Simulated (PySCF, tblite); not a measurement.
Isomers of C3H10O2SSi2, one GFN2-xTB conformer each. Single-point energies are computed at PBE0/pcSseg-1 (PySCF, gas phase, no added dispersion term), electronic only.

```csv
SMILES,GFN2-xTB relative energy (kJ/mol)
CC(=O)C[Si@H](O)[SiH2]S,30.5
C[SiH2]CS[Si@@H](O)C=O,162.9
C=CO[Si@](O)([SiH3])SC,0.0
```

Conformers: `[CH3:1][C:2](=[O:3])[CH2:4][Si@H:5]([OH:6])[SiH2:7][SH:8]` with C1–C2–C4–Si5 110°, C2–C4–Si5–O6 42°, C4–Si5–O6–H -5°, C4–Si5–Si7–S8 -38°, Si5–Si7–S8–H -170°; `[CH3:1][SiH2:2][CH2:3][S:4][Si@@H:5]([OH:6])[CH:7]=[O:8]` with C1–Si2–C3–S4 172°, Si2–C3–S4–Si5 85°, C3–S4–Si5–O6 44°, S4–Si5–O6–H 131°, S4–Si5–C7–O8 -135°; `[CH2:1]=[CH:2][O:3][Si@:4]([OH:5])([SiH3:6])[S:7][CH3:8]` with C1–C2–O3–Si4 -7°, C2–O3–Si4–O5 71°, O3–Si4–O5–H 49°, O3–Si4–S7–C8 -173°.

Problem. What does PBE0/pcSseg-1 give for the same structures?

Solution. 
```json
{"SMILES": "CC(=O)C[Si@H](O)[SiH2]S", "PBE0/pcSseg-1 E (Eh)": "-1247.28326", "PBE0/pcSseg-1 (kJ/mol)": "0.0", "GFN2-xTB (kJ/mol)": "30.5", "point group": "C1"}
{"SMILES": "C=CO[Si@](O)([SiH3])SC", "PBE0/pcSseg-1 E (Eh)": "-1247.28225", "PBE0/pcSseg-1 (kJ/mol)": "2.6", "GFN2-xTB (kJ/mol)": "0.0", "point group": "C1"}
{"SMILES": "C[SiH2]CS[Si@@H](O)C=O", "PBE0/pcSseg-1 E (Eh)": "-1247.25873", "PBE0/pcSseg-1 (kJ/mol)": "64.4", "GFN2-xTB (kJ/mol)": "162.9", "point group": "C1"}
```

GFN2-xTB puts C=CO[Si@](O)([SiH3])SC lowest instead; measured from each level's own lowest isomer, the values differ by up to 98.5 kJ/mol (C[SiH2]CS[Si@@H](O)C=O: 162.9 against 64.4). As drawn, the lowest has an S–H bond and an Si–Si bond, which the highest lacks. Neighbours under 10 kJ/mol apart (CC(=O)C[Si@H](O)[SiH2]S and C=CO[Si@](O)([SiH3])SC) can change places with a better method, another conformer or zero-point energy.

Problem. Which frontier levels, dipoles and rotational constants go with these structures?

Solution. 
```
                 SMILES  HOMO (eV, PBE0/pcSseg-1)  LUMO (eV)  dipole (D)       A, B, C (MHz)
CC(=O)C[Si@H](O)[SiH2]S                     -7.43      -1.07        1.87  1543, 824.1, 630.2
 C=CO[Si@](O)([SiH3])SC                     -6.86      -0.23        1.38  1618, 874.1, 699.8
 C[SiH2]CS[Si@@H](O)C=O                     -6.84      -1.74        1.88  3000, 498.3, 467.5
```

Problem. What happens when harmonic zero-point energies from GFN2-xTB frequencies are added?

Solution. 
```csv
SMILES,ZPE (kJ/mol),electronic (kJ/mol),with ZPE (kJ/mol)
CC(=O)C[Si@H](O)[SiH2]S,318.4,0.0,0.0
C=CO[Si@](O)([SiH3])SC,321.8,2.6,6.0
C[SiH2]CS[Si@@H](O)C=O,319.2,64.4,65.2
```

The zero-point energies span 3.4 kJ/mol. The order is unchanged.
